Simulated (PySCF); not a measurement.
## C₆ coefficients of unlike pairs at PBE

Calculated with PySCF 2.14 from the dipole response of each species, C₆(A,B) = (3/π) ∫ α_A(iu) α_B(iu) du, in atomic units, from isotropic polarisabilities. For ions this is the dispersion term alone; charge-induced terms of lower order in 1/R come first.

```tsv
species	configuration	basis	relativity	α (bohr³)	C₆ (like pair)
Au	[Xe] 4f14 5d10 6s1 (2S)	aug-cc-pVTZ-PP with one added diffuse shell each of s, p, d, f, g type with ECP60MDF (7s7p6d4f3g)	core potential	36.16	336.0
B⁺	[He] 2s2 (1S)	aug-cc-pwCVDZ (5s4p2d)	none	10.70	28.91
Kr²⁺	[Ar] 3d10 4s2 4p4 (3P)	aug-cc-pwCVDZ-PP with ECP10MDF (6s5p4d1f)	core potential	7.577	37.46
Se³⁺	[Ar] 3d10 4s2 4p1 (2P)	aug-cc-pVQZ-PP with one added diffuse shell each of s, p, d, f, g type with ECP10MDF (8s7p6d4f3g)	core potential	6.490	22.30
```

Problem. Estimate C₆ for Se³⁺ with B⁺.

Solution. The integral gives 23.79. The combination rule 2 C_A C_B / (C_A α_B/α_A + C_B α_A/α_B) gives 23.75 and the geometric mean 25.39.

No spin-orbit coupling is included.

The other pairs:

```tsv
pair	C₆
Se³⁺, Kr²⁺	28.77
B⁺, Au	97.34
Kr²⁺, Au	106.4
Kr²⁺, B⁺	29.70
Se³⁺, Au	83.98
```
